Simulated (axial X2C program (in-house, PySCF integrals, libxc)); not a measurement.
## SnF⁺: cheaper levels and CCSD(T), two-component

Calculated with an axial X2C code built on PySCF integrals. Two-component (2c) means X2C with spin–orbit coupling and atomic mean-field two-electron Coulomb and Gaunt terms. Basis: Sn dyall-cv3z [11s12p9d4f1g], F dyall-av3z [7s6p3d2f] (cores contracted in-house); Gaussian nuclei, density fitting, unrestricted open shells. Masses: Sn 119.902 u, F 18.998 u.

State: Ω = 0 (closed shell); fragments Sn+ + F.

```json
{"level": "PBE0", "Re (Å)": "1.875", "ωe (cm⁻¹)": "689.6", "De (eV)": "n/a"}
{"level": "HF", "Re (Å)": "1.853", "ωe (cm⁻¹)": "733.5", "De (eV)": "2.83"}
{"level": "MP2", "Re (Å)": "1.886", "ωe (cm⁻¹)": "687.7", "De (eV)": "5.18"}
{"level": "CCSD", "Re (Å)": "1.878", "ωe (cm⁻¹)": "700.4", "De (eV)": "4.66"}
{"level": "BLYP", "Re (Å)": "1.914", "ωe (cm⁻¹)": "636.4", "De (eV)": "n/a"}
```

Correlated methods: 10 electrons correlated (number of frozen shells: Sn 4 s, 3 p, 2 d; F 1 s), 258 virtual spin orbitals or spinors in MP2, 90 natural virtuals in coupled cluster.

CCSD(T), same Hamiltonian and basis:

Re = 1.885 Å, ωe = 688.0 cm⁻¹, De = 4.83 eV; T1 = 0.019 (Lee–Taylor normalisation).

(1) Give the differences from CCSD(T) in the columns below.

The state is one determinant whose occupation by symmetry is held fixed; it was picked as the lowest of a PBE0 search that is not exhaustive. Closed shells are restricted here (equal orbitals for both partners); the stretched side of such a curve lies too high. Dissociation energies refer to the lowest single-determinant-based atoms at the same level and basis. De is not given where an atomic determinant may have missed its ground term or J level, or where the truncated virtual space spoils (T). Coupled cluster ran in a truncated set of natural virtual spinors; the MP2 energy of the rest was added. (T) has no such correction and the atoms are truncated less, which lowers De at CCSD(T) by a hundredth of an eV or more. The functionals have no current-density term, which raises determinants with orbital currents, atoms included. With the outer-core shells frozen, correlated bond lengths of heavy atoms tend to come out a few hundredths of an ångström too long.

Answers

(1) 

```tsv
level	ΔRe (Å)	Δωe (cm⁻¹)	ΔDe (eV)
PBE0	-0.010	2	n/a
HF	-0.032	46	-2.00
MP2	0.001	0	0.35
CCSD	-0.007	12	-0.17
BLYP	0.029	-52	n/a
```
